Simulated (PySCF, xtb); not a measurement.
F4Hf, SMILES [F][Hf-]([F])([F])[F] (connectivity only; charge and spin as stated), charge -1, multiplicity 2.

Harmonic wavenumbers (cm⁻¹) from GFN2-xTB in xtb at its own minimum, in rising order: 76, 120, 128, 128, 161, 420, 424, 444, 444.

**Question.** What does B3LYP-D3(BJ)/def2-SVPD in PySCF give at its own minimum? (The exact figures need the calculation; the answer reports its results.)

**Answer.** 88, 106, 149, 149, 204, 526, 528, 528, 562. Paired by order, the mean absolute difference is 58 cm⁻¹ and the zero-point energies are 3.4 and 4.1 kcal/mol.
